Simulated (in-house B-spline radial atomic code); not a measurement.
Checks on a self-consistent run for an ion of nuclear charge 75.5 with 74 electrons, [Xe] 4f14 5d5 6s1. Computed with a B-spline radial code for spherical atoms: Dirac-Hartree-Fock, average of configuration, Fermi nucleus of rms radius 5.3698 fm.

| orbital | q | ε (Eh) | <1/r> | <r²> | small-component weight |
| --- | --- | --- | --- | --- | --- |
| 1s1/2 | 2 | -2692.02676 | 89.554 | 0.000440628 | 0.081393 |
| 2s1/2 | 2 | -473.32703 | 21.8729 | 0.00669374 | 0.018529 |
| 2p1/2 | 2 | -452.06913 | 21.7917 | 0.00478326 | 0.018557 |
| 2p3/2 | 4 | -397.39472 | 18.1675 | 0.00597535 | 0.016687 |
| 3s1/2 | 2 | -112.59737 | 8.04437 | 0.0434999 | 0.0061482 |
| 3p1/2 | 2 | -103.14610 | 7.94461 | 0.0399597 | 0.0060755 |
| 3p3/2 | 4 | -91.07012 | 7.01045 | 0.0464218 | 0.005547 |
| 3d3/2 | 4 | -75.43823 | 6.88578 | 0.0360006 | 0.0054026 |
| 3d5/2 | 6 | -72.84559 | 6.66699 | 0.0377745 | 0.005255 |
| 4s1/2 | 2 | -25.27829 | 3.36295 | 0.214875 | 0.0020094 |
| 4p1/2 | 2 | -21.28576 | 3.25016 | 0.221548 | 0.0019171 |
| 4p3/2 | 4 | -18.42769 | 2.94199 | 0.254227 | 0.0017322 |
| 4d3/2 | 4 | -11.87062 | 2.725 | 0.275757 | 0.0015304 |
| 4d5/2 | 6 | -11.33302 | 2.64851 | 0.288268 | 0.0014764 |
| 5s1/2 | 2 | -4.35176 | 1.29776 | 1.20248 | 0.00044267 |
| 5p1/2 | 2 | -3.02879 | 1.17739 | 1.4412 | 0.00037393 |
| 5p3/2 | 4 | -2.58003 | 1.06899 | 1.69178 | 0.00032147 |
| 4f5/2 | 6 | -2.98513 | 2.22928 | 0.381171 | 0.001093 |
| 4f7/2 | 8 | -2.88092 | 2.19804 | 0.392417 | 0.0010699 |
| 5d3/2 | 2 | -0.91209 | 0.76941 | 3.32605 | 0.00017218 |
| 5d5/2 | 3 | -0.87511 | 0.742487 | 3.54728 | 0.00016084 |
| 6s1/2 | 1 | -0.71873 | 0.447759 | 8.93668 | 6.1694e-05 |

Electron-electron repulsion V_ee = 6274.7330 hartree.

(1) What total energy follows from the eigenvalues?

(2) Does the Dirac virial theorem hold?

(3) What diamagnetic shielding (Lamb formula) and susceptibility (Langevin formula) do the radii give?

Answers

(1) The eigenvalues count the repulsion twice, so E = Σqε - V_ee = -10712.546 - 6274.733 = -16987.279 hartree; the run printed -16987.279.

(2) For a point nucleus E = -2c²Σq·w, with w the small-component weight. Here Σq·w = 0.45217 and c = 137.0360, so the ratio E/(-2c²Σq·w) is 1.000288; the finite nucleus accounts for the departure from 1.

(3) σ = (α²/3)Σq<1/r> = 562.858/(3·137.036²) = 9991 ppm, and χ = -0.79199×10⁻⁶·Σq<r²> = -38.97×10⁻⁶ cm³/mol with Σq<r²> = 49.205 bohr². Both are non-relativistic formulas without the paramagnetism of open shells; for so heavy an element the full relativistic shielding is larger by tens of per cent.
